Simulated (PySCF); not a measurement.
This PySCF input asks for the NMR shieldings of SMILES CC(=O)CPCC(C)C, C7H15OP; the geometry comes from GFN2-xTB.

```python
import basis_set_exchange as bse
import numpy as np
from pyscf import gto, dft
from pyscf.prop import nmr

atoms = """
C     3.157585    0.578908   -0.225092
C     2.385372   -0.569157   -0.822798
O     2.134332   -0.646466   -2.000066
C     1.934399   -1.613699    0.160295
P     0.065522   -1.790511    0.155681
C    -0.373405    0.005605    0.405018
C    -1.880425    0.220882    0.558131
C    -2.626455   -0.260764   -0.681445
C    -2.172658    1.697507    0.817424
H     4.087255    0.201134    0.196754
H     3.383148    1.320795   -0.986717
H     2.584919    1.036671    0.578758
H     2.311749   -2.591421   -0.150817
H     2.276351   -1.409073    1.176430
H    -0.016370   -1.781546   -1.238913
H     0.009718    0.601627   -0.427937
H     0.129325    0.329566    1.323724
H    -2.224317   -0.364577    1.418907
H    -2.480190   -1.331881   -0.817126
H    -2.261990    0.254533   -1.567931
H    -3.692716   -0.068937   -0.584328
H    -1.658052    2.045288    1.710633
H    -3.239827    1.853522    0.955263
H    -1.845007    2.301759   -0.026389
"""
names = dict.fromkeys(["C", "O", "P", "H"], "pcSseg-1")
basis = {el: gto.basis.parse(bse.get_basis(n, elements=[el], fmt="nwchem")) for el, n in names.items()}
mol = gto.M(atom=atoms, basis=basis, charge=0, verbose=0)
mf = dft.RKS(mol, xc="PBE0")
mf.grids.level = 2
mf.grids.alignment = dft.numint.BLKSIZE   # the property module wants whole blocks of grid points
mf.conv_tol = 1e-9
mf.kernel()

calc = nmr.RKS(mf)   # GIAO
C = mf.mo_coeff
Co = C[:, mf.mo_occ > 0]
resp = mf.gen_response(singlet=True, hermi=2)
def vind(x):   # induced exchange potential for any number of trial vectors
    d = np.einsum("pi,xij,qj->xpq", C, 2 * x.reshape(-1, C.shape[1], Co.shape[1]), Co, optimize=True)
    return np.einsum("xpq,pi,qj->xij", resp(d - d.transpose(0, 2, 1)), C, Co, optimize=True).ravel()
mo1, _ = nmr.rhf.solve_mo1(calc, with_cphf=vind)
sigma = calc.kernel(mo1)
for i, s in enumerate(sigma):   # ppm
    w = np.linalg.eigvalsh((s + s.T) / 2)
    print("%2d %-2s iso %8.1f  s11 %8.1f  s22 %8.1f  s33 %8.1f" % (i, mol.atom_pure_symbol(i), w.mean(), *w))
```

Q: What are the results?

A: 
```
 0 C  iso    149.2  s11    126.5  s22    130.7  s33    190.5
 1 C  iso    -26.7  s11   -116.6  s22    -69.0  s33    105.6
 2 O  iso   -316.1  s11   -883.8  s22   -421.0  s33    356.6
 3 C  iso    150.0  s11    131.4  s22    145.6  s33    173.1
 4 P  iso    403.4  s11    353.0  s22    396.2  s33    461.2
 5 C  iso    154.0  s11    130.5  s22    148.0  s33    183.5
 6 C  iso    154.8  s11    146.8  s22    154.8  s33    162.8
 7 C  iso    163.0  s11    151.2  s22    154.7  s33    183.2
 8 C  iso    159.2  s11    140.4  s22    149.3  s33    187.8
 9 H  iso     29.4  s11     26.2  s22     28.2  s33     33.7
10 H  iso     29.7  s11     26.7  s22     27.3  s33     35.1
11 H  iso     29.6  s11     26.8  s22     30.8  s33     31.3
12 H  iso     29.4  s11     25.3  s22     27.1  s33     35.8
13 H  iso     29.3  s11     26.2  s22     28.6  s33     32.9
14 H  iso     27.7  s11     23.4  s22     27.3  s33     32.4
15 H  iso     30.1  s11     25.2  s22     31.8  s33     33.4
16 H  iso     30.6  s11     25.0  s22     31.3  s33     35.5
17 H  iso     30.0  s11     26.6  s22     28.5  s33     35.0
18 H  iso     30.6  s11     24.9  s22     31.0  s33     35.7
19 H  iso     31.3  s11     27.9  s22     29.6  s33     36.4
20 H  iso     30.7  s11     26.2  s22     28.1  s33     37.9
21 H  iso     30.6  s11     26.2  s22     28.5  s33     37.0
22 H  iso     30.5  s11     25.9  s22     27.8  s33     37.8
23 H  iso     31.0  s11     27.6  s22     29.4  s33     35.9
```

These numbers come from an equivalent density-fitted implementation of the same equations, which agrees with the script to about 0.01 ppm for H and up to a few tenths of a ppm for heavy atoms, so last digits may differ.

Size and cost of the density-fitted run: 235 basis functions, 50 s wall time on 1 thread of an Arm Neoverse V1, shared host.
